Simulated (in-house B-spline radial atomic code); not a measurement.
The numbers below are computed, except where a source is named.
# Impurity-limited mobility of n-type InAs at n = 1.0887e15 cm⁻³, compensation 0.3

For InAs the NSM archive of the Ioffe Institute lists m* = 0.023 m0 and ε = 15.15.

One parabolic, isotropic band at zero temperature, uniform dielectric constant, impurities scattering independently, no phonons and no central-cell term; real bands flatten as E_F rises, which lowers the mobility at the highest densities. In effective units each ion is a point charge Z in an electron gas; its screened potential is solved self-consistently in the LDA with open boundaries (B-splines, partial waves to l = 16), which gives the phase shifts δ_l at the Fermi level.

(1) Put the electron gas into effective units.

Self-consistent phase shifts (rad):

```json
{"l": "0", "donor, Z = +1": "0.9447", "acceptor, Z = −1": "-0.6631"}
{"l": "1", "donor, Z = +1": "0.1392", "acceptor, Z = −1": "-0.1887"}
{"l": "2", "donor, Z = +1": "0.0287", "acceptor, Z = −1": "-0.0466"}
{"l": "3", "donor, Z = +1": "0.0065", "acceptor, Z = −1": "-0.0109"}
{"l": "4", "donor, Z = +1": "0.0015", "acceptor, Z = −1": "-0.0026"}
{"l": "5", "donor, Z = +1": "0.0004", "acceptor, Z = −1": "-0.0006"}
{"l": "6", "donor, Z = +1": "0.0001", "acceptor, Z = −1": "-0.0002"}
{"l": "7", "donor, Z = +1": "0.0000", "acceptor, Z = −1": "0.0000"}
{"l": "8", "donor, Z = +1": "0.0000", "acceptor, Z = −1": "0.0000"}
```

With all partial waves the Friedel sums are 0.998 and -1.003, and Σ (l + 1) sin²(δ_l − δ_(l+1)) is 0.54600 for the donor and 0.25290 for the acceptor. The screened donor binds no level.

(2) Find the transport cross sections, and compare them with the Born approximation for Thomas-Fermi screening (Brooks-Herring).

(3) With N_A/N_D = 0.3 and n = N_D − N_A, what are the mobility and the resistivity?

## Answers

(1) a* = 0.0529177 nm × 15.15/0.023 = 34.86 nm and Ha* = 27211.386 meV × 0.023/15.15² = 2.727 meV. From 4π (r_s a*)³/3 = 1/n, r_s = 1.730. Then k_F = 1.91916/r_s = 1.1093 per a*, E_F = k_F²/2 = 0.6153 Ha* = 1.68 meV, and Mott's number n^(1/3) a* = 0.359.

(2) σ_tr = (4π/k_F²) × sum: 5.575 a*² for the donor and 2.582 a*² for the acceptor. Thomas-Fermi gives q_s² = 4k_F/π = 1.4125, so b = 4k_F²/q_s² = 3.485, and σ_Born = (2π/k_F⁴)(ln(1 + b) − b/(1 + b)) = 4.149 × 0.7237 = 3.003 a*² for either sign. The donor scatters 1.86 times and the acceptor 0.86 times as much. Two things differ from Brooks-Herring. First order with Lindhard's response and the LDA kernel gives 1.59 times σ_Born for either sign: screening weakens at large momentum transfer, and the exchange-correlation potential of the screening charge adds to the ion's own, which is the larger part in a thin gas. Higher orders then split the signs, leaving the donor at 1.17 and the acceptor, which keeps the electrons out, at 0.54 of that.

(3) N_D = 1.56e15 and N_A = 4.67e14 cm⁻³. μ = e/(ħ k_F Σ N σ_tr), with e/ħ = 15.193 cm²/(V·s) per nm². Here k_F = 0.03183 nm⁻¹, a*² = 1215 nm², 1 cm⁻³ = 1e-21 nm⁻³, and Σ N σ_tr = 0.012 nm⁻¹, a mean free path of 83.3 nm. So μ = 39800 cm²/(V·s) and ρ = 1/(n e μ) = 0.144 Ω·cm. Brooks-Herring would give 64700 cm²/(V·s). k_F times the mean free path is 2.7, too small for independent scattering to hold.
